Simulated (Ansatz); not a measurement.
Conformers of C3H8O (SMILES CCCO), B3LYP-D3(BJ)/def2-TZVP minima from an xTB search, which can miss the lowest.
Conformer 1 (charge 0, multiplicity 1):
```xyz
12

C     -1.37510     0.26011    -0.36911
C     -0.37308    -0.41127     0.56586
C      1.05232     0.06520     0.35904
O      1.46528    -0.30126    -0.95731
H     -1.11544     0.07473    -1.41113
H     -2.38537    -0.11502    -0.19712
H     -1.38981     1.34213    -0.21431
H     -0.39731    -1.49561     0.42554
H     -0.64463    -0.22136     1.60870
H      1.10146     1.15496     0.48723
H      1.71036    -0.39240     1.10797
H      2.35131     0.03978    -1.11207
```
Conformer 2 (charge 0, multiplicity 1, Z-matrix in Å and degrees):
```
C
H 1 1.0931
H 1 1.0931 2 106.71
C 1 1.5158 2 108.50 3 116.73
H 4 1.0982 1 109.76 2 -178.75
H 4 1.0982 5 107.60 1 119.39
O 4 1.4257 5 110.66 6 121.01
H 7 0.9622 4 108.88 5 -59.59
C 1 1.5259 2 110.32 3 -119.85
H 9 1.0907 1 111.06 2 58.83
H 9 1.0927 10 107.62 1 122.12
H 9 1.0927 10 107.62 11 115.77
```

Cores are frozen in the correlated methods. MP2 and its Hartree–Fock in cc-pVQZ are density fitted.

Run with Ansatz (Gaussian orbitals). Values without a source in brackets are computed.

The energy of conformer 2 above conformer 1 is E(conformer 2) − E(conformer 1). Total energies (hartree):

| level | conformer 2 | conformer 1 |
|---|---|---|
| HF/cc-pVTZ | -193.1901742 | -193.1900749 |
| MP2/cc-pVTZ | -193.9658925 | -193.9663324 |
| HF/cc-pVQZ | -193.2042381 | -193.2040025 |
| MP2/cc-pVQZ | -194.0321693 | -194.0324531 |
| CCSD(T)/cc-pVTZ | -194.0347759 | -194.0351257 |

Q: Work out the energy of conformer 2 above conformer 1 at the basis-set limit: extrapolate the MP2 correlation part as X⁻³, take Hartree–Fock from the larger set, and add the CCSD(T) − MP2 difference of cc-pVTZ.

A: 
1. Differences (1 hartree = 627.509 kcal/mol): HF/cc-pVTZ -0.062; MP2/cc-pVTZ 0.276; HF/cc-pVQZ -0.148; MP2/cc-pVQZ 0.178; CCSD(T)/cc-pVTZ 0.219.
2. Correlation parts, MP2 less HF: 0.338 in cc-pVTZ (X = 3), 0.326 in cc-pVQZ (X = 4).
3. Limit (4³·(0.326) − 3³·(0.338))/(4³ − 3³) = 0.317; with HF/cc-pVQZ it gives 0.169.
4. CCSD(T) less MP2 in cc-pVTZ: -0.057.
Result: 0.11 kcal/mol, against 0.28 at MP2/cc-pVTZ. It is an estimate of this method's limit, not of the exact value.

Ansatz is a program for electronic structure.
